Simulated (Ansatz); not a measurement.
Total energies of TiS₂⁻ from Ansatz at PBE0-D4/def2-TZVPD, gas phase (1 Eh = 27.2114 eV = 2625.5 kJ/mol). The reference geometry is relaxed at PBE-D4/def2-TZVPD.

Cartesian coordinates in Å:
```
Ti 0.4079 0.5776 0.2019
S -0.0228 -1.0044 1.5803
S -0.3850 0.4268 -1.7822
```

| state | geometry | energy (Eh) |
| --- | --- | --- |
| charge -1 doublet | reference | -1645.51742 |
| charge 0 singlet | reference | -1645.42950 |
| charge -1 quartet | relaxed at PBE-D4/def2-TZVPD | -1645.46400 |

(1) Work out the vertical ionisation energy to the singlet.

(2) Which of the charge -1 states is lowest, and how far above it are the others?

(1) E(charge 0 singlet) − E(charge -1 doublet) = -1645.42950 − (-1645.51742) = 0.08792 Eh = 2.39 eV. For comparison, −ε of the highest occupied level of the spin that leaves is 1.11 eV at this level, 1.28 eV less.

(2) The doublet. quartet: -1645.46400 − (-1645.51742) = 0.05342 Eh = 140.3 kJ/mol.

The restricted singlet is unstable towards broken spin symmetry in Hartree–Fock (as tested in another run); at PBE0-D4/def2-TZVPD this wasn't settled. 

The structure comes from a short search, and lower isomers may exist.
